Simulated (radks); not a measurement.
Problem. Ba, 56 electrons, occupied as [Xe] 6s1 6p1 (not the ground configuration). Method: Dirac Kohn-Sham, exchange-only B88, spin-unpolarised, spherical densities, point nucleus; open shells are shared between the two j in proportion to 2j + 1; computed with a radial shooting solver on a logarithmic mesh with Libxc functionals.

Spin-orbit splittings of the eigenvalues, e(l+1/2) - e(l-1/2), with zeta = 2 splitting/(2l+1) and mean radii in bohr:

shell  occ.  splitting (eV)  zeta (eV)  <r> j=l-1/2  <r> j=l+1/2
2p        6           381.9      254.6      0.09192      0.09792
3p        6           73.80      49.20       0.2816       0.2935
3d       10           15.73      6.294       0.2644       0.2681
4p        6           15.41      10.27       0.6970       0.7243
4d       10           2.616      1.047       0.7951       0.8051
5p        6           2.078      1.385        1.864        1.951
5d        0          0.1271    0.05085        3.439        3.523
6p        1               ?          ?        6.374        6.687

Estimate the 6p splitting.

Solution. 0.1344 eV (zeta = 0.08961 eV).
